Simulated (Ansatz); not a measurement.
Stepwise reaction of `[F][In]([F])[SH]` with hydrogen, as a gas-phase model of exchange steps in deposition or etching. ΔE in kJ/mol; ΔG adds harmonic PBE0-D4 terms to CCSD(T)/CBS, at 1 bar.

Computed with Ansatz on PBE0-D4/def2-TZVP structures; ΔE is electronic, products minus reactants. CCSD(T)/CBS adds triple-zeta CCSD(T) − MP2 to the extrapolated MP2 energy (def2 sets, frozen cores). This one scheme is used for every species. DFT in def2-TZVPP. B3LYP here is the variant with VWN-RPA as its local correlation; programs differ in this. def2 core potentials past Kr. For In outer-core shells are correlated without core-valence functions, which leaves a few kJ/mol of doubt a bond. Each species was taken in one conformer, which may not be the lowest.

```
step                                        reaction  PBE-D4  B3LYP-D4  ωB97M-V  CCSD(T)/CBS  ΔG(500 K)
   1  `[F][In]([F])[SH]` + H₂ → `[F][InH][SH]` + H–F    22.5      23.7     19.6         20.9       20.9
   2        `[F][InH][SH]` + H₂ → `[SH][InH2]` + H–F    51.8      52.9     48.3         49.5       48.9
```

Q: By hand: ΔE of the 2 steps together at CCSD(T)/CBS.

A: (20.9) + (49.5) = 70.4 kJ/mol, or 35.2 kJ/mol a step.

In ΔE each step is higher than the one before. All are uphill at CCSD(T)/CBS. ΔG lies between 20.9 and 48.9 kJ/mol a step. PBE-D4 differs from CCSD(T)/CBS by 1.6 to 2.3 kJ/mol a step. Isolated molecules leave out the surface, adducts and barriers. Largest T1 diagnostic: 0.016.
